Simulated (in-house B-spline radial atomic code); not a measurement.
## RPA and G0W0 on r2SCAN0: Ca III (Ca2+)

Configuration [Ne] 3s2 3p6, mean-field start r2SCAN0. Computed with an all-electron radial atomic-structure program (B-spline basis): all electrons, non-relativistic, point nucleus, each spin shell either full or empty, empty states to l = 9 with an (l + 1/2)⁻⁴ tail; G0W0 by contour deformation at full frequency.

Command:
```bash
python run_gw.py task.json out
```
Settings (radii: box in bohr, nucleus in fm):
```
Z                        20
electrons                18
configuration            [Ne] 3s2 3p6
hamiltonian              nr
method                   r2scan0
lmax                     9
spin_polarised           False
box_radius               17.55
intervals                50
```

Run time, properties included: 1.7 s on 1 thread of Arm Neoverse N1 (shared host).

Energies (hartree):

```json
{"term": "mean-field total", "value": "-676.88070"}
{"term": "Hartree-Fock functional on these orbitals", "value": "-676.15092"}
{"term": "direct second order", "value": "-1.2599"}
{"term": "second-order exchange", "value": "0.42523"}
{"term": "SOSEX correction", "value": "0.38794"}
```

Problem. What is the RPA correlation energy, and what remains with SOSEX?

Solution. RPA gives -1.1021 hartree (-1.67 eV per electron); RPA + SOSEX gives -0.71418, and the second-order doubles -0.83471 hartree (no singles). RPA lacks exchange-type terms and so overcorrelates at short range.

Quasi-particle levels (eV):

| level | occupied | mean field | Σx - vxc | Σc | QP weight | G0W0 |
| --- | --- | --- | --- | --- | --- | --- |
| 3p | yes | -45.83 | -5.11 | ? | ? | ? |
| 2p | yes | -362.17 | -23.34 | 11.02 | 0.851 | -374.49 |
| 3d | no | -13.685 | 5.61 | -2.09 | 0.965 | -10.169 |

G0W0 = mean field + (Σx - vxc) + Σc, with Σc (partial-wave tail included) taken at the quasi-particle energy. Only the outer levels were computed. Levels of low weight are left out.

Problem. Where does G0W0 put 3p?

Solution. At -51.12 eV, with Σc = -0.18 eV and a quasi-particle weight of 0.941. The tabulated removal energy is 50.913 eV (NIST, measured); the calculation leaves out relativity, Breit and QED terms, and what these don't explain is the method's own error.
